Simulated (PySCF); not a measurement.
Isomers C$_{8}$H$_{7}$F$_{3}$O:

A. `C=C(c1cc1=O)[C@H](C)C(F)(F)F`
B. `O=C([C@@H]1[C@H]2C=CC[C@@H]12)C(F)(F)F`
C. SMILES C1(CC(F)(F)F)=CC=C(O)C=C1

Spectrum 1. ¹H NMR (400 MHz, computed): δ 7.32 (d, J = 9.2 Hz, 2H), 6.79 (d, J = 9.2 Hz, 2H), 3.91 (br s, 1H), 2.89 (q, J = 10.1 Hz, 2H). ¹³C{¹H} NMR (computed): δ 162.2 (C), 138.5 (CH), 130.6 (C, q, J = 341.4 Hz), 125.7 (C, q, J = 2.4 Hz), 118.3 (CH), 42.3 (CH2, q, J = 31.9 Hz).

Spectrum 2. ¹H NMR (400 MHz, computed): δ 8.52 (q, J = 1.5 Hz, 1H), 6.73 (d, J = 2.1 Hz, 1H), 6.40 (d, J = 2.1 Hz, 1H), 2.68 (qq, J = 9.0, 8.3 Hz, 1H), 1.39 (d, J = 8.3 Hz, 3H). ¹³C{¹H} NMR (computed): δ 169.0 (C), 152.5 (CH), 150.6 (C), 149.2 (CH2), 136.7 (C), 131.9 (C, q, J = 344.6 Hz), 48.3 (CH, q, J = 30.6 Hz), 14.3 (CH3, q, J = 1.8 Hz).

Spectrum 3. ¹H NMR (400 MHz, computed): δ 6.33 (m, 1H), 5.84 (m, 1H), 2.86 (m, 1H), 2.57 (m, 1H), 2.51 (dq, J = 7.2, 2.5 Hz, 1H), 2.31 (m, 1H), 1.12 (ddq, J = 3.7, 2.4, 1.1 Hz, 1H). ¹³C{¹H} NMR (computed): δ 197.5 (C, q, J = 39.5 Hz), 142.8 (CH), 141.8 (CH), 120.9 (C, q, J = 355.6 Hz), 44.8 (CH), 40.2 (CH2), 37.6 (CH), 34.3 (CH).

No solvent model, no relativistic terms, rapidly exchanging positions averaged, a single conformation. NMR shieldings at PBE0/pcSseg-1/GIAO; coordinates at the PBE0-D3(BJ)/def2-SVP level; couplings computed with B3LYP/pcJ-1 (spin–dipole term left out of most H,H and C,H couplings); PySCF 2.14.

Chemical shifts δ = σref − σ; ¹H, ¹³C vs TMS, all at this level. Multiplet labels drop J under 1 Hz and among equivalent protons, and merge close values. Unscaled 3J(H,H) run several per cent high. One-bond C–F couplings are unscaled and too large by tens of Hz. Shifts are as computed. Against solution values, carbons near 30 ppm lie about +2 ppm off and those near 130 ppm about +5 ppm (rms about the fit 1.9 ppm; single classes can miss by 10 ppm). Of 1328 compounds with measured shifts, 309 miss one by over three times the rms of a fit or turn the order of signals round; such compounds aren't used in these exercises. Signals without a measured value on file couldn't be tested in this way; 1H shifts scatter by 0.2 ppm about their fit, and single ones miss by 0.5 ppm. OH and NH positions are gas-phase values without hydrogen bonding to other molecules.

Question: Match each spectrum to its structure.

Answer: 1–C, 2–A, 3–B.

- Spectrum 1 (C): 6 ¹³C signals; δC 162.2 is an aromatic carbon bearing oxygen; δC 138.5 is an aromatic CH.
- Spectrum 2 (A): 8 ¹³C signals; δC 149.2 is a terminal =CH2 carbon; δC 136.7 is a fully substituted alkene carbon.
- Spectrum 3 (B): 8 ¹³C signals; δC 197.5 is a ketone carbonyl carbon; δC 142.8 is an alkene CH.
